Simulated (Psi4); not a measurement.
H4InNO (SMILES [NH2][InH][OH]), singlet, geometry from GFN2-xTB (such geometries of metal compounds can be far from the true shape) (core potentials on In); PBE/def2-SV(P) in Psi4 1.11.

Psi4 was given this input:
```
memory 2 GB

molecule {
0 1
  In   -0.20281689   -0.10237803   -0.17169945
  H    -1.44936227   -0.54566201   -1.24410470
  O     0.53252407    1.69712293   -0.24611722
  H     0.18257317    2.33835959   -0.86143791
  N     0.64608275   -1.10286139    1.38717416
  H     1.49192107   -0.57832100    1.60169974
  H     0.93012362   -2.05480669    1.17583428
}

set basis def2-sv(p)

energy('pbe')
print_variables()
```

Write the output that Psi4 gives for this input, abridged.


```
   => Loading Basis Set <=

    Name: DEF2-SV(P)
    Role: ORBITAL
    Keyword: BASIS

    !!!  WARNING: ECP capability is in beta. Please check occupations closely.  !!!

         ---------------------------------------------------------
                                   SCF
               by Justin Turney, Rob Parrish, Andy Simmonett
                          and Daniel G. A. Smith
                              RKS Reference
         ---------------------------------------------------------

  ==> Geometry <==

    Molecular point group: c1
    Full point group: C1

    Geometry (in Angstrom), charge = 0, multiplicity = 1:

       Center              X                  Y                   Z               Mass
    ------------   -----------------  -----------------  -----------------  -----------------
         IN          -0.172096196133    -0.096276282735    -0.147771908646   114.903878776000
         H           -1.418641576133    -0.539560262735    -1.220177158646     1.007825032230
         O            0.563244763867     1.703224677265    -0.222189678646    15.994914619570
         H            0.213293863867     2.344461337265    -0.837510368646     1.007825032230
         N            0.676803443867    -1.096759642735     1.411101701354    14.003074004430
         H            1.522641763867    -0.572219252735     1.625627281354     1.007825032230
         H            0.960844313867    -2.048704942735     1.199761821354     1.007825032230

  Running in c1 symmetry.

  Rotational constants: A =      0.42182  B =      0.18141  C =      0.12772 [cm^-1]
  Rotational constants: A =  12645.90426  B =   5438.63036  C =   3828.91506 [MHz]
  Nuclear repulsion =  131.001035097757523

  Charge       = 0
  Multiplicity = 1
  Electrons    = 40
  Nalpha       = 20
  Nbeta        = 20

  ==> Algorithm <==

  SCF Algorithm Type is DF.
  DIIS enabled.
  MOM disabled.
  Fractional occupation disabled.
  Guess Type is SAD.
  Energy threshold   = 1.00e-06
  Density threshold  = 1.00e-06
  Integral threshold = 1.00e-12

  ==> Primary Basis <==

  Basis Set: DEF2-SV(P)
    Blend: DEF2-SV(P)
    Number of shells: 30
    Number of basis functions: 62
    Number of Cartesian functions: 66
    Spherical Harmonics?: true
    Max angular momentum: 2

  Core potential: DEF2-SV(P)
    Number of shells: 4
    Number of ECP primitives: 18
    Number of ECP core electrons: 28
    Max angular momentum: 3

  ==> DFT Potential <==

   => LibXC <=

    Version 7.1.2
    S. Lehtola, C. Steigemann, M. J. T. Oliveira, and M. A. L. Marques,  SoftwareX 7, 1–5 (2018) (10.1016/j.softx.2017.11.002)

   => Composite Functional: PBE <=

    PBE GGA Exchange-Correlation Functional

    J.P. Perdew et. al., Phys. Rev. Lett., 77(18), 3865-3868, 1996

    Deriv               =              1
    GGA                 =           TRUE
    Meta                =          FALSE

    Exchange Hybrid     =          FALSE
    MP2 Hybrid          =          FALSE

   => Exchange Functionals <=

    1.0000     XC_GGA_X_PBE

   => Correlation Functionals <=

    1.0000     XC_GGA_C_PBE

   => LibXC Density Thresholds  <==

    XC_GGA_C_PBE:  1.00E-12
    XC_GGA_X_PBE:  1.00E-15

   => Molecular Quadrature <=

    Radial Scheme          =       TREUTLER
    Pruning Scheme         =           NONE
    Nuclear Scheme         =       TREUTLER

    Blocking Scheme        =         OCTREE
    BS radius alpha        =              1
    Pruning alpha          =              1
    Radial Points          =             75
    Spherical Points       =            302
    Total Points           =         152475
    Total Blocks           =           1205
    Max Points             =            256
    Max Functions          =             61
    Weights Tolerance      =       1.00E-15

   => Loading Basis Set <=

    Name: (DEF2-SV(P) AUX)
    Role: JKFIT
    Keyword: DF_BASIS_SCF

  ==> Integral Setup <==

  SCF_SUBTYPE=INCORE selected. In-core MEM_DF algorithm will be used.
[...]

    J tasked:                   Yes
    K tasked:                    No
    wK tasked:                   No
    Algorithm:                 Core
    Schwarz Cutoff:           1E-12
    Mask sparsity (%):       0.7804
    Fitting Condition:        1E-10

   => Auxiliary Basis Set <=

  Basis Set: (DEF2-SV(P) AUX)
    Blend: DEF2-UNIVERSAL-JKFIT
    Number of shells: 120
    Number of basis functions: 444
    Number of Cartesian functions: 575
    Spherical Harmonics?: true
    Max angular momentum: 5

  Minimum eigenvalue in the overlap matrix is 2.1779384987E-02.
  Reciprocal condition number of the overlap matrix is 4.7397887503E-03.
    Using symmetric orthogonalization.

  ==> Pre-Iterations <==

  SCF Guess: Superposition of Atomic Densities via on-the-fly atomic UHF (no occupation information).

   -------------------------
    Irrep   Nso     Nmo
   -------------------------
     A         62      62
   -------------------------
    Total      62      62
   -------------------------

  ==> Iterations <==

                           Total Energy        Delta E     RMS |[F,P]|

   @DF-RKS iter SAD:  -320.99995411873044   -3.21000e+02   0.00000e+00
   @DF-RKS iter   1:  -321.61980008237930   -6.19846e-01   1.92695e-02 DIIS/ADIIS
   @DF-RKS iter   2:  -316.35725821544577    5.26254e+00   4.55344e-02 DIIS/ADIIS
   @DF-RKS iter   3:  -322.05853632187308   -5.70128e+00   9.37928e-03 DIIS/ADIIS
   @DF-RKS iter   4:  -322.04605970118814    1.24766e-02   1.02657e-02 DIIS/ADIIS
   @DF-RKS iter   5:  -322.23044902351143   -1.84389e-01   7.92317e-04 DIIS/ADIIS
   @DF-RKS iter   6:  -322.23219633514742   -1.74731e-03   3.04312e-04 DIIS/ADIIS
   @DF-RKS iter   7:  -322.23239765313940   -2.01318e-04   5.80657e-05 DIIS
   @DF-RKS iter   8:  -322.23240627028116   -8.61714e-06   6.06275e-06 DIIS
   @DF-RKS iter   9:  -322.23240635571301   -8.54319e-08   1.91567e-06 DIIS
   @DF-RKS iter  10:  -322.23240636284550   -7.13248e-09   2.57213e-07 DIIS
  Energy and wave function converged.

  ==> Post-Iterations <==

   Electrons on quadrature grid:
      Ntotal   =   39.9999934233 ; deviation = -6.577e-06

    Orbital Energies [Eh]
    ---------------------

    Doubly Occupied:

[...]
    Virtual:

[...]
    Final Occupation by Irrep:
              A
    DOCC [    20 ]
    NA   [    20 ]
    NB   [    20 ]

  @DF-RKS Final Energy:  -322.23240636284550

   => Energetics <=

    Nuclear Repulsion Energy =            131.0010350977575229
    One-Electron Energy =                -776.6738837974498892
    Two-Electron Energy =                 357.0148539817939763
    DFT Exchange-Correlation Energy =     -33.5744116449470908
    Empirical Dispersion Energy =           0.0000000000000000
    VV10 Nonlocal Energy =                  0.0000000000000000
    Total Energy =                       -322.2324063628454951

Computation Completed

Properties will be evaluated at   0.000000,   0.000000,   0.000000 [a0]

Properties computed using the SCF density matrix

 Multipole Moments:

 ------------------------------------------------------------------------------------
     Multipole            Electronic (a.u.)      Nuclear  (a.u.)        Total (a.u.)
 ------------------------------------------------------------------------------------

 L = 1.  Multiply by 2.5417464519 to convert [e a0] to [Debye]
 Dipole X            :        -13.0261518           13.0536620            0.0275102
 Dipole Y            :         -6.1521202            5.8782858           -0.2738344
 Dipole Z            :        -11.4378719           10.8936777           -0.5441942
 Magnitude           :                                                    0.6098273

 ------------------------------------------------------------------------------------

  Variable Map:
  ----------------------------------------------------------------------------
[...]
  Array Variable Map:
  ----------------------------------------------------------------------------
[...]
[...]
```
